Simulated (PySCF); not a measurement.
Simulation results for B$_{2}$GeH$_{6}$N

Computed with PySCF 2.14.0. Calculation on a computer-drawn molecule: the log of a Hartree-Fock and frozen-core CCSD(T) single point meant for a local Hartree-Fock minimum, with one planted fault or none, to be diagnosed. Offsets are logged minus clean, where the clean run is the same molecule without the fault. The reference is restricted for singlets and unrestricted otherwise, and also for a bond in bohr or an excited solution. Adding or removing an electron swaps singlet and doublet. The excited solution moves the top pair (singlet) or top alpha electron (doublet) to the lowest empty orbital. Highest occupied and lowest empty are orbital energies over both spins, largest force is the largest gradient component, triples share is (T) over the correlation energy, the T1 limit is 0.02 restricted and 0.045 unrestricted, electrons count all cores, a negative frequency is imaginary (commonest isotopes), and the dipole is about the centre of nuclear charge; on germanium a core potential holds 10 electrons, which the energies leave out, and 3d is frozen in MP2 and coupled-cluster steps.

```yaml
- formula: B2GeH6N
  logged_structure:
    atoms_angstrom:
      - ["N", -1.7692, -1.2772, 0.8981]
      - [B, -0.3986, -1.0663, -1.3515]
      - [B, -0.2369, 0.2946, -2.2943]
      - [Ge, 0.5541, 2.0161, -3.0983]
      - [H, -1.8406, -2.1358, 1.4019]
      - [H, -2.2689, -0.5256, 1.3239]
      - [H, 0.1547, -2.0582, -1.7659]
      - [H, 2.0331, 2.2451, -2.7519]
      - [H, 0.4233, 2.0401, -4.6262]
      - [H, -0.2532, 3.1931, -2.5287]
  given:
    meant_charge: 0
    meant_multiplicity: 2
    meant_basis: cc-pVDZ
    meant_basis_and_core_potential_on_germanium: "cc-pVDZ-PP ECP10MDF"
    logged_electrons: 55
    logged_basis_functions: 95
    logged_SCF_converged: "yes"
    logged_spin_squared: 1.7856
    "logged_highest_occupied [eV]": -7.6529
    "logged_lowest_empty [eV]": 1.7422
    "logged_largest_force [hartree/bohr]": 0.061108
    logged_T1_diagnostic: 0.028317
    logged_D1_diagnostic: 0.13156
    logged_triples_share: 0.028145
    logged_CC_converged: "yes"
    "logged_dipole_magnitude [debye]": 3.0737
    logged_SCF_stable_within_its_kind: "yes"
    "logged_energy_HF [hartree]": -400.48648
    "logged_energy_CCSD(T) [hartree]": -400.94284
    possible_faults: "no fault, one electron removed, one electron added, multiplicity raised by two, geometry at a saddle point, SCF held on an excited solution, minimal basis STO-3G, one bond length entered in bohr, all coordinates scaled"
    drawn_bonds_atom: [1, 2, 3, 1, 1, 2, 4, 4, 4]
    drawn_bonds_other_atom: [2, 3, 4, 5, 6, 7, 8, 9, 10]
    drawn_bonds_order: [1, 1, 1, 1, 1, 1, 1, 1, 1]
  results:
    planted_fault: "one bond length entered in bohr, row 1 of the drawn bonds"
    "HF_energy_offset_from_clean_run [kcal/mol]": 103.9
    "CCSD(T)_energy_offset_from_clean_run [kcal/mol]": 119.3
```
